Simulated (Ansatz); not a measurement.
[Co(H2O)6]2+ (CoO₆H₁₂²⁺). The state is a quartet with charge 2. Geometry r2SCAN-D4/def2-SVP; atoms count from 1.

Cartesian coordinates in Å:
```
Co 0.001 0.002 0.001
O 1.339 1.175 1.088
H 1.577 1.036 2.019
H 1.935 1.863 0.751
O -1.337 -1.174 -1.088
H -1.579 -1.032 -2.017
H -1.937 -1.857 -0.749
O -1.325 1.607 0.114
H -1.230 2.368 0.709
H -2.198 1.691 -0.303
O 1.323 -1.607 -0.115
H 2.197 -1.699 0.296
H 1.217 -2.368 -0.709
O -0.626 -0.788 1.826
H -1.255 -0.406 2.460
H -0.423 -1.682 2.145
O 0.630 0.788 -1.825
H 1.262 0.403 -2.453
H 0.429 1.680 -2.151
```

**Question.** Estimate the Mulliken populations from the PBE0/def2-TZVP orbitals of Ansatz.

**Answer.** 
```
atom  charge (e)  spin (α − β)  d electrons
 Co1        0.92          2.85         7.32
  O2       -0.62          0.02            –
  H3        0.40          0.00            –
  H4        0.40          0.00            –
  O5       -0.62          0.02            –
  H6        0.40          0.00            –
  H7        0.40          0.00            –
  O8       -0.62          0.02            –
  H9        0.40          0.00            –
 H10        0.40          0.00            –
 O11       -0.62          0.02            –
 H12        0.40          0.00            –
 H13        0.40          0.00            –
 O14       -0.62          0.02            –
 H15        0.40          0.00            –
 H16        0.40          0.00            –
 O17       -0.62          0.02            –
 H18        0.40          0.00            –
 H19        0.40          0.00            –
```
Mulliken values depend strongly on the basis.

**Question.** Where does the spin sit?

**Answer.** Summed by element: Co 2.85, O 0.13, H 0.03, of 3 unpaired in all. Largest on single atoms: Co1 2.85, O8 0.02, O2 0.02.
